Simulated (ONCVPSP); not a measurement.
## Before and after: ONCV potential for Sn (Z = 50)

tin, optimised norm-conserving Vanderbilt (ONCV), made with ONCVPSP 4.0.1 (PBE, fully relativistic). Core [Ar] 3d10, reference 4s2 4p6 4d10 5s2 5p2. Waves: 4s+5s: rc 1.55 bohr, ncon 3, nbas 7, qcut 9.8 1/bohr, 2 projectors; 4p+5p: rc 1.75 bohr, ncon 4, nbas 7, qcut 6.4 1/bohr, 2 projectors; 4d: rc 1.45 bohr, ncon 4, nbas 9, qcut 9.1 1/bohr, 2 projectors, debl 2.6 Ha. Local part: polynomial inside 0.95 bohr (lpopt 5, dvloc0 2 Ha). Core correction: Teter function, fcfact 2.75, rcfact 1.2.

Open shells are filled in proportion to 2j + 1.

Change: s: qcut 10.4; p: qcut 6.8; d: qcut 9.6.

Cutoffs: the cutoffs (Ha) at which the residual kinetic energy of the hardest occupied pseudo-wave falls to 1 and 0.1 mHa per electron; they do not see the model core or the augmentation charge, which bear on the density cutoff. Errors are all-electron minus pseudo energies relative to the spin-unpolarised reference configuration.

**Question.** What does the change do?

**Answer.** The potential gets neither clearly harder nor softer (35 Ha and 43 Ha → 37 Ha and 42 Ha); the bound ghost in p disappears; of the 4 tests that both files solve, the error grows in 1 and shrinks in 0 by more than 15 % and 0.3 meV (median size 0.5 → 0.2 meV).

| quantity | base | changed |
| --- | --- | --- |
| cutoff, loose | 35 Ha | 37 Ha |
| cutoff, tight | 43 Ha | 42 Ha |
| loose cutoff by channel | s 29 Ha, p 20 Ha, d 35 Ha | s 32 Ha, p 20 Ha, d 37 Ha |
| bound ghosts | p3/2 | none |
| GHOST(+) flags under 300 eV | s at 226.4 eV | p1/2 at 133.0 eV, s at 234.3 eV |
| error for 4s2 4p6 4d10 5s2 5p1, meV [ΔE 6.89 eV] | +0.3 | +0.1 |
| error for 4s2 4p6 4d10 5s2 5p0, meV [ΔE 20.86 eV] | +0.6 | +0.3 |
| error for 4s2 4p6 4d10 5s1 5p0, meV [ΔE 51.83 eV] | -1.9 | -2.6 |
| error for 4s2 4p6 4d10 5s2 5p1.5, meV [ΔE 2.62 eV] | +0.2 | +0.1 |
| s: phases at 1.57 bohr within 0.05 rad from the reference energy up to (Ha; the scan ends near 5) | to the end of the scan | to the end of the scan |
| p3/2: phases at 1.78 bohr within 0.05 rad from the reference energy up to (Ha; the scan ends near 5) | to the end of the scan | to the end of the scan |
| p1/2: phases at 1.78 bohr within 0.05 rad from the reference energy up to (Ha; the scan ends near 5) | to the end of the scan | 4.2 |
| d5/2: phases at 1.47 bohr within 0.05 rad from the reference energy up to (Ha; the scan ends near 5) | to the end of the scan | to the end of the scan |
| d3/2: phases at 1.47 bohr within 0.05 rad from the reference energy up to (Ha; the scan ends near 5) | to the end of the scan | to the end of the scan |
| rms error of d²Exc/dni dnj with the model core, mHa | 4.75 | 4.78 |

 A true bound ghost makes a file unfit for plane-wave use even where its test errors are small: the radial tests pick states by their node count and pass the ghost by.
